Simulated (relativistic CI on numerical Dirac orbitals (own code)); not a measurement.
What each ingredient does to the levels of Pb XLII

Base calculation: Dirac-Coulomb-Breit CI, separate exchange-only KLI orbitals for each configuration, QED by a radiative potential, unscaled Slater integrals.

CI space (outside the closed core [Ar] 3d10): 4s²4p⁶4d⁵, 4s²4p⁶4d⁴4f, 4s²4p⁵4d⁶, 4s4p⁶4d⁵4f, 4p⁶4d⁷, 4p⁵4d⁸, 4s²4p⁶4d³5s², 4s²4p⁶4d²4f5s², 4s4p⁶4d³4f5s². Double excitations out of closed p, d and f shells are left out; levels of such configurations are missing from the list, as are those of other unlisted configurations, and high levels can miss mixing partners.

Variants: (1) configuration mixing switched off. Shifts of the energy above 4s²4p⁶4d⁵ ⁴P5/2, in cm⁻¹, for the lowest level and the first level of each name with at least 55 % of one term (blank where a level changes its place among those of its configuration and J or its character, or is not in the variant):

| Level | Base | Δ(1) |
| --- | --- | --- |
| 4s²4p⁶4d⁵ ⁴P5/2 | 0 | 0 |
| 4s²4p⁶4d⁵ ²D3/2 | 364117 | +519 |
| 4s²4p⁶4d⁵ ⁴G9/2 | 485276 | -558 |
| 4s²4p⁶4d⁵ ⁴D1/2 | 499195 | -537 |
| 4s²4p⁶4d⁵ ²I13/2 | 501049 | -579 |
| 4s²4p⁶4d⁵ ²G7/2 | 543489 | -576 |
| 4s²4p⁶4d⁵ ⁴F5/2 | 547058 | +115 |
| 4s²4p⁶4d⁵ ²P3/2 | 664200 | +197 |
| 4s²4p⁵4d⁶ ⁴H°13/2 | 1985221 | +19286 |

At this charge energies of transitions that change n are usually good to better than 1 %, and those within a shell (Δn = 0) to a few per cent.

Ionisation energy from the two ground configurations alone: base 2004.6 eV. The NIST ASD value (theoretical) is 2004 eV.

LS names give the leading component of a level, which can be under half, so a name can repeat, a term be missing and a line seem to break the LS rules.
